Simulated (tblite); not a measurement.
Compound: C6H14NPSi.
SMILES with atom numbers: `[SiH3:1][N:2]=[P@:3]12[CH2:4][CH2:5][C@H:6]([CH2:7][CH2:8]1)[CH2:9]2` (hydrogens: H10, H11, H12 on Si1; H13, H14 on C4; H15, H16 on C5; H17 on C6; H18, H19 on C7; H20, H21 on C8; H22, H23 on C9)

Computed with GFN2-xTB (tblite), gas phase: L-BFGS steps from a force-field or distance-geometry start until the largest atomic force falls under 0.01 eV/Å.

Step 33: E = -740.1354 eV
```
atom  x, y, z in Å  |  force x, y, z in eV/Å
Si1     3.4273    0.5742   -0.3813   -0.016   0.020  -0.023
N2      1.8416    0.9068   -0.9732   -0.025  -0.023   0.050
P3      0.5058    0.3311   -0.4128    0.055  -0.017  -0.016
C4     -0.2067   -1.2752   -0.9887    0.000  -0.033   0.001
C5     -1.3442   -1.5379    0.0130   -0.014  -0.023  -0.024
C6     -1.3779   -0.3931    1.0418    0.048   0.009  -0.040
C7     -1.9538    0.8894    0.4177    0.039   0.007  -0.002
C8     -0.9961    1.3494   -0.6945    0.026   0.012   0.030
C9      0.0815   -0.0710    1.3388    0.062   0.042  -0.048
H10     3.7445    1.4260    0.7728   -0.021   0.021   0.002
H11     4.3054    0.8732   -1.5057    0.004   0.006  -0.037
H12     3.6264   -0.8100    0.0725    0.018  -0.052  -0.020
H13    -0.5622   -1.1771   -2.0172    0.016   0.006   0.017
H14     0.5529   -2.0587   -0.9850    0.019  -0.008   0.062
H15    -2.3001   -1.6155   -0.5022   -0.087  -0.001   0.016
H16    -1.1774   -2.4767    0.5426    0.014  -0.047  -0.021
H17    -1.9480   -0.6845    1.9288   -0.011   0.014  -0.048
H18    -2.9670    0.7245    0.0451    0.058  -0.001  -0.004
H19    -2.0002    1.6571    1.1932   -0.081  -0.015   0.002
H20    -1.3843    1.1481   -1.6960    0.005   0.023   0.029
H21    -0.7472    2.4092   -0.6416   -0.040   0.028   0.043
H22     0.2131    0.7650    2.0254    0.006   0.005  -0.018
H23     0.6618   -0.9274    1.6891   -0.075   0.027   0.048
```

Step 34: E = -740.1371 eV
```
atom  x, y, z in Å  |  force x, y, z in eV/Å
Si1     3.4306    0.5762   -0.3834    0.031   0.004   0.001
N2      1.8428    0.9062   -0.9660    0.000   0.015  -0.001
P3      0.5077    0.3291   -0.4103    0.009  -0.025  -0.003
C4     -0.2063   -1.2749   -0.9879   -0.044  -0.057   0.012
C5     -1.3449   -1.5379    0.0123   -0.040  -0.020   0.023
C6     -1.3782   -0.3924    1.0416    0.031  -0.010  -0.033
C7     -1.9543    0.8891    0.4147    0.035  -0.031   0.025
C8     -0.9927    1.3479   -0.6941   -0.003   0.021   0.040
C9      0.0820   -0.0702    1.3395    0.003   0.017  -0.013
H10     3.7541    1.4256    0.7716   -0.026   0.018  -0.007
H11     4.3040    0.8785   -1.5111   -0.002   0.004  -0.032
H12     3.6321   -0.8091    0.0674    0.020  -0.045  -0.023
H13    -0.5664   -1.1735   -2.0137    0.031   0.005  -0.015
H14     0.5485   -2.0622   -0.9859    0.037  -0.012   0.052
H15    -2.3035   -1.6156   -0.5000   -0.048   0.006   0.013
H16    -1.1796   -2.4773    0.5426    0.020  -0.032  -0.029
H17    -1.9506   -0.6840    1.9285    0.013   0.025  -0.072
H18    -2.9658    0.7198    0.0387    0.065   0.008  -0.004
H19    -2.0068    1.6559    1.1909   -0.074  -0.011  -0.011
H20    -1.3810    1.1492   -1.6958    0.013   0.025   0.021
H21    -0.7442    2.4068   -0.6368   -0.027   0.052   0.031
H22     0.2093    0.7671    2.0254    0.020   0.007  -0.018
H23     0.6585   -0.9271    1.6949   -0.066   0.035   0.044
```

Step 35: E = -740.1387 eV
```
atom  x, y, z in Å  |  force x, y, z in eV/Å
Si1     3.4340    0.5781   -0.3854    0.067  -0.018   0.020
N2      1.8440    0.9059   -0.9592    0.029   0.043  -0.045
P3      0.5097    0.3266   -0.4082   -0.036  -0.025   0.005
C4     -0.2067   -1.2759   -0.9870   -0.066  -0.062   0.018
C5     -1.3463   -1.5385    0.0118   -0.050  -0.016   0.051
C6     -1.3776   -0.3920    1.0409    0.004  -0.024  -0.018
C7     -1.9540    0.8882    0.4123    0.021  -0.049   0.037
C8     -0.9894    1.3469   -0.6930   -0.017   0.032   0.040
C9      0.0827   -0.0689    1.3398   -0.051  -0.011   0.022
H10     3.7625    1.4256    0.7703   -0.030   0.012  -0.015
H11     4.3026    0.8835   -1.5168   -0.008   0.002  -0.024
H12     3.6374   -0.8092    0.0622    0.022  -0.026  -0.029
H13    -0.5695   -1.1702   -2.0107    0.043  -0.003  -0.041
H14     0.5451   -2.0657   -0.9854    0.042  -0.012   0.038
H15    -2.3076   -1.6152   -0.4978   -0.007   0.010   0.014
H16    -1.1816   -2.4787    0.5419    0.018  -0.017  -0.031
H17    -1.9525   -0.6831    1.9269    0.029   0.029  -0.074
H18    -2.9633    0.7151    0.0326    0.057   0.009  -0.010
H19    -2.0147    1.6544    1.1886   -0.058  -0.007  -0.015
H20    -1.3778    1.1510   -1.6951    0.021   0.029   0.016
H21    -0.7420    2.4054   -0.6314   -0.013   0.063   0.020
H22     0.2062    0.7695    2.0247    0.029   0.013  -0.018
H23     0.6542   -0.9260    1.7011   -0.044   0.029   0.041
```

Step 36: E = -740.1408 eV
```
atom  x, y, z in Å  |  force x, y, z in eV/Å
Si1     3.4398    0.5804   -0.3881    0.077  -0.040   0.026
N2      1.8461    0.9065   -0.9511    0.048   0.050  -0.072
P3      0.5122    0.3231   -0.4056   -0.070  -0.014   0.007
C4     -0.2086   -1.2782   -0.9855   -0.061  -0.045   0.016
C5     -1.3492   -1.5396    0.0120   -0.040  -0.012   0.057
C6     -1.3772   -0.3920    1.0398   -0.027  -0.029   0.003
C7     -1.9535    0.8862    0.4099   -0.002  -0.045   0.031
C8     -0.9852    1.3462   -0.6906   -0.020   0.044   0.031
C9      0.0823   -0.0675    1.3409   -0.090  -0.037   0.051
H10     3.7733    1.4254    0.7684   -0.030   0.009  -0.022
H11     4.3008    0.8902   -1.5250   -0.012  -0.001  -0.013
H12     3.6453   -0.8093    0.0546    0.024  -0.006  -0.035
H13    -0.5729   -1.1659   -2.0076    0.055  -0.021  -0.058
H14     0.5410   -2.0703   -0.9841    0.031  -0.005   0.021
H15    -2.3135   -1.6143   -0.4947    0.035   0.008   0.016
H16    -1.1836   -2.4807    0.5406    0.006  -0.005  -0.024
H17    -1.9546   -0.6817    1.9239    0.028   0.022  -0.047
H18    -2.9591    0.7091    0.0240    0.031   0.002  -0.022
H19    -2.0263    1.6523    1.1851   -0.032  -0.005  -0.013
H20    -1.3729    1.1537   -1.6938    0.028   0.035   0.014
H21    -0.7389    2.4046   -0.6239    0.000   0.063   0.010
H22     0.2024    0.7729    2.0235    0.032   0.021  -0.018
H23     0.6477   -0.9241    1.7103   -0.011   0.011   0.039
```

Task: Estimate the geometry and energy of step 37. (The exact step hangs on the optimiser's Hessian estimate; all steps are aligned on step 36, rigid shifts and turns removed.)

Result: E = -740.1427 eV, largest force 0.108 eV/Å
```
atom  x, y, z in Å  |  force x, y, z in eV/Å
Si1     3.4468    0.5825   -0.3910    0.048  -0.047   0.015
N2      1.8488    0.9081   -0.9443    0.035   0.024  -0.062
P3      0.5147    0.3197   -0.4032   -0.067   0.004   0.007
C4     -0.2118   -1.2813   -0.9839   -0.028  -0.010   0.006
C5     -1.3531   -1.5409    0.0130   -0.008  -0.008   0.037
C6     -1.3775   -0.3926    1.0390   -0.046  -0.021   0.020
C7     -1.9534    0.8835    0.4080   -0.024  -0.016   0.008
C8     -0.9812    1.3462   -0.6874   -0.011   0.050   0.019
C9      0.0802   -0.0669    1.3428   -0.083  -0.043   0.054
H10     3.7836    1.4247    0.7664   -0.027   0.010  -0.024
H11     4.2991    0.8966   -1.5337   -0.012  -0.003  -0.004
H12     3.6538   -0.8089    0.0465    0.027   0.000  -0.038
H13    -0.5750   -1.1623   -2.0057    0.060  -0.041  -0.058
H14     0.5371   -2.0748   -0.9821    0.011   0.005   0.006
H15    -2.3192   -1.6131   -0.4915    0.057   0.002   0.015
H16    -1.1855   -2.4829    0.5390   -0.010  -0.004  -0.007
H17    -1.9563   -0.6803    1.9208    0.006   0.006   0.004
H18    -2.9545    0.7029    0.0147   -0.002  -0.009  -0.034
H19    -2.0390    1.6500    1.1814   -0.006  -0.007  -0.005
H20    -1.3673    1.1571   -1.6920    0.031   0.041   0.014
H21    -0.7351    2.4045   -0.6160    0.008   0.053   0.005
H22     0.1992    0.7770    2.0215    0.024   0.022  -0.017
H23     0.6409   -0.9217    1.7205    0.016  -0.009   0.038
```

The energy changes by -0.0019 eV. The first-order estimate −F·Δx gives -0.0027 eV and the mean of the old and new forces, exact on a quadratic surface, -0.0019 eV. The step makes an angle of 76° with the force vector and moves no atom by more than 0.013 Å.
